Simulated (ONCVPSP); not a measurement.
Ca: one change to an ONCV potential, before and after

```json
{
 "Element": "calcium",
 "Generator": "ONCVPSP 4.0.1",
 "Type": "optimised norm-conserving Vanderbilt (ONCV)",
 "Functional": "PBE",
 "Relativity": "scalar-relativistic",
 "Frozen core": "[Ne]",
 "Valence charge": "10",
 "Reference configuration": "3s2 3p6 4s1.5 4p0.5",
 "Partial waves": "3s+4s: rc 1.90 bohr, ncon 4, nbas 7, qcut 4.8 1/bohr, 2 projectors; 3p+4p: rc 1.85 bohr, ncon 3, nbas 8, qcut 6.3 1/bohr, 2 projectors; d scattering state at 0.11 Ha: rc 1.55 bohr, ncon 3, nbas 8, qcut 7 1/bohr, 2 projectors, debl 1.9 Ha",
 "Local potential": "polynomial inside 1.00 bohr (lpopt 2, dvloc0 -1 Ha)",
 "Core correction": "Teter function, fcfact 1.5, rcfact 1.3"
}
```

In the d channel the program set the typed energies aside and used 0.050, 1.950 Ha.

Change: s: rc 1.68.

Cutoffs: the cutoffs (Ha) at which the residual kinetic energy of the hardest occupied pseudo-wave falls to 1 and 0.1 mHa per electron; they do not see the model core or the augmentation charge, which bear on the density cutoff. Errors are all-electron minus pseudo energies relative to the spin-unpolarised reference configuration.

**Question.** Predict the effect on cutoff, ghosts and configuration errors.

**Answer.** The potential gets harder (14 Ha and 17 Ha → 14 Ha and 41 Ha); of the 4 tests that both files solve, the error grows in 0 and shrinks in 2 by more than 15 % and 0.3 meV (median size 1.2 → 1.0 meV); neither file shows a bound ghost. A smaller radius makes the pseudo-wave follow the all-electron one further in, where it bends more sharply, so more plane waves are needed.

| quantity | base | changed |
| --- | --- | --- |
| cutoff, loose | 14 Ha | 14 Ha |
| cutoff, tight | 17 Ha | 41 Ha |
| loose cutoff by channel | s 7.0 Ha, p 14 Ha | s 13 Ha, p 14 Ha |
| bound ghosts | none | none |
| GHOST(+) flags under 300 eV | none | none |
| error for 3s2 3p6 4s2 4p0, meV [ΔE -1.20 eV] | 0.0 | 0.0 |
| error for 3s2 3p6 4s1 4p0, meV [ΔE 5.11 eV] | -0.2 | -0.2 |
| error for 3s2 3p6 4s0 4p0, meV [ΔE 16.93 eV] | -2.1 | -1.7 |
| error for 3s2 3p5 4s2 4p0, meV [ΔE 33.47 eV] | +26 | +20 |
| p: phases at 1.88 bohr within 0.05 rad from the reference energy up to (Ha; the scan ends near 5) | to the end of the scan | to the end of the scan |
| d: phases at 1.57 bohr within 0.05 rad from the reference energy up to (Ha; the scan ends near 5) | to the end of the scan | to the end of the scan |
| rms error of d²Exc/dni dnj with the model core, mHa | 0.39 | 0.27 |
